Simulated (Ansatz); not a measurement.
Consider the substitution at a C–S bond: `C[S][Al]([F])[F]` + `[CH3][Ga]([NH2])[OH]` → `C[O][Ga]([CH3])[NH2]` + `[F][Al]([F])[SH]`.

Program: Ansatz. Geometries: PBE0-D4/def2-TZVP. ΔE: electronic, gas phase. CCSD(T)/CBS adds triple-zeta CCSD(T) − MP2 to the extrapolated MP2 energy (def2 sets, frozen cores). Functionals use def2-TZVPP. For Ga outer-core shells are correlated without core-valence functions, which leaves a few kJ/mol of doubt a bond. Scalar relativity is left out up to krypton. Each species was taken in one conformer, which may not be the lowest.

`C[S][Al]([F])[F]`:

Cartesian coordinates in Å:
```
C -1.359 -0.140 0.213
S 0.020 -1.310 -0.053
Al 1.665 0.047 -0.266
F 3.182 -0.506 -0.538
F 1.423 1.668 -0.155
H -2.074 -0.263 -0.599
H -1.837 -0.389 1.159
H -1.020 0.893 0.241
```

`[CH3][Ga]([NH2])[OH]`:

Cartesian coordinates in Å:
```
C -0.335 -1.386 0.713
Ga 0.100 0.382 0.002
N 0.148 0.840 -1.748
O 0.513 1.787 1.042
H -1.199 -1.328 1.378
H -0.563 -2.089 -0.089
H 0.504 -1.781 1.290
H 0.379 1.767 -2.060
H -0.048 0.215 -2.509
H 0.501 1.594 1.981
```

`C[O][Ga]([CH3])[NH2]`:

Z-matrix (Å, degrees):
```
C
O 1 1.399
H 1 1.095 2 109.0
H 1 1.099 2 112.6 3 -119.1
H 1 1.099 2 112.6 3 119.1
Ga 2 1.793 1 122.3 3 -179.4
N 6 1.816 2 114.5 1 0.4
C 6 1.946 2 118.3 1 -179.6
H 7 1.005 6 123.8 2 -0.6
H 7 1.005 6 124.2 2 -179.9
H 8 1.090 6 111.6 2 -167.1
H 8 1.091 6 109.9 2 -46.0
H 8 1.092 6 109.9 2 72.4
```

`[F][Al]([F])[SH]`:

Z-matrix (Å, degrees):
```
Al
F 1 1.638
S 1 2.153 2 121.0
F 1 1.635 2 119.3 3 -180.0
H 3 1.346 1 91.6 2 0.1
```

```json
{"level": "PBE0-D4", "ΔE (kcal/mol)": "9.5"}
{"level": "r2SCAN0", "ΔE (kcal/mol)": "9.4"}
```

Question: What does CCSD(T)/CBS give? (Best estimate.)

Answer: Ansatz gave: +9.8 kcal/mol. The listed levels differ from it by -0.3, -0.4 kcal/mol.

Largest T1 diagnostic among the species: 0.013.

Leaving LDA and LC-ωPBE aside and taking each functional with its dispersion term where it has one, the values, not all of them listed here, spread over 1.8 kcal/mol, from CAM-B3LYP-D4 to PBE-QIDH. LDA lies −0.8 kcal/mol from PBE without D4. At CCSD(T), def2-SVP lies −5.0 kcal/mol from the extrapolated value and def2-TZVPP −1.4 kcal/mol. In def2-TZVPP, CCSD(T) changes the Hartree–Fock value by +1.6 kcal/mol (the triples alone add +0.3 kcal/mol) and MP2 by +3.2 kcal/mol.
